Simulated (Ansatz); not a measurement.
A nudged elastic band was laid between two geometries of C2H5NOSn (10 atoms, charge 0, multiplicity 1).

Theory: Ansatz, RKS PBE-D4/def2-SVP.

```json
{
  "movable images": "5",
  "climbing image": "yes",
  "spring": "5.0 eV/Å²",
  "optimiser": "quadratic models (default)",
  "start path": "through a guess of the saddle point",
  "force threshold": "0.05 eV/Å",
  "iteration limit": "60",
  "end points": "relaxed"
}
```

Initial state:

```xyz
10
Properties=species:S:1:pos:R:3
C 0.908 0.896 -0.189
C 1.137 0.138 0.916
O 0.324 -0.916 1.255
Sn -1.178 -0.981 -0.139
N -0.142 0.551 -1.083
H 1.553 1.749 -0.454
H 1.976 0.309 1.609
H -1.089 -2.478 -0.990
H -2.752 -0.674 0.545
H -0.653 1.354 -1.464
```

Final state:

```xyz
10
Properties=species:S:1:pos:R:3
C 0.926 0.982 -0.438
C 1.628 0.519 0.705
O 1.191 -0.668 1.135
Sn -1.448 -0.966 0.397
N -0.351 0.617 -0.632
H 1.349 1.829 -1.006
H 1.460 -0.785 2.071
H -0.835 -2.327 -0.545
H -2.919 -0.546 -0.521
H -0.917 1.294 -1.161
```

Task: What changes between the two ends?

Result: Bonds broken: C2–H7, O3–Sn4. Bonds formed: O3–H7.

Task: Give the energies along the band, and the barrier.

Result: It converged. The highest image is number 4 of 0 to 6, 327.3 kJ/mol above the first end and 100.4 kJ/mol above the last; the last end lies 226.9 kJ/mol above the first. The profile has 2 maxima (images 2, 4) with wells between them (image 3): this band takes more than one step, which may be the mechanism or a detour left from its start path. Neighbouring images differ by up to 3.1 eV, so the band resolves the path poorly. A vibrational analysis at the climbing image gives one clearly imaginary mode, 1679i cm⁻¹: a first-order saddle point. The orbitals stay closed-shell, which can raise the energy where a bond breaks towards radicals; this wasn't checked here.

| image | path coordinate (Å) | energy (kJ/mol) | C2–H7 (Å) | O3–Sn4 (Å) | O3–H7 (Å) |
| --- | --- | --- | --- | --- | --- |
| 0 | 0.00 | 0.0 | 1.10 | 2.05 | 2.09 |
| 1 | 0.89 | 14.1 | 1.10 | 2.14 | 2.09 |
| 2 | 1.79 | 28.7 | 1.12 | 2.52 | 2.09 |
| 3 | 2.68 | 25.4 | 1.10 | 2.26 | 1.95 |
| 4 | 3.58 | 327.3 | 1.31 | 2.49 | 1.15 |
| 5 | 3.97 | 258.5 | 1.66 | 2.67 | 0.98 |
| 6 | 4.36 | 226.9 | 1.90 | 2.76 | 0.98 |

Task: What is the geometry of the highest image?

Result: 
```xyz
10
Properties=species:S:1:pos:R:3
C 0.933 0.970 -0.360
C 1.552 0.299 0.704
O 0.939 -0.855 1.157
Sn -1.391 -0.974 0.278
N -0.341 0.631 -0.665
H 1.392 1.871 -0.799
H 1.726 -0.352 1.832
H -0.882 -2.437 -0.536
H -2.958 -0.559 -0.465
H -0.888 1.355 -1.144
```

Run time: 6.8 min on 2 threads of AMD EPYC 7B13 (Zen 3) (shared host), peak memory 0.23 GiB.
